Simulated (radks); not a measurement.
Values are calculated unless marked as measured or tabulated.
Problem. The mean radii <r> (bohr) of the occupied orbitals of an atom or ion are listed with their occupations. Code: a radial shooting solver on a logarithmic mesh with Libxc functionals. Model: scalar-relativistic Kohn-Sham, SCAN, spin-unpolarised, spherical densities, finite nucleus; meta-GGA in the generalised Kohn-Sham scheme; Fermi nuclear charge, rms radius of each element as measured or else 0.836 A^(1/3) + 0.57 fm.

orbital  occ.      <r>
1s          2  0.02318
2s          2  0.09891
2p          6  0.08711
3s          2   0.2600
3p          6   0.2585
3d         10   0.2363
4s          2   0.5905
4p          6   0.6240
4d         10   0.6796
5s          2    1.355
5p          5    1.511
4f          3   0.8554

Name the element and its charge.

Solution. Z = 61, promethium, charge +5: Pm5+ in [Kr] 4d10 4f3 5s2 5p5. The 1s radius gives Z: for a bare nucleus <r> = (2 gamma + 1)/(2Z) with gamma = sqrt(1 - (Z/c)^2), 0.02288 bohr for Z = 61, and screening makes it slightly larger (0.02318 here). The occupations add up to 56, and the charge is Z minus that.
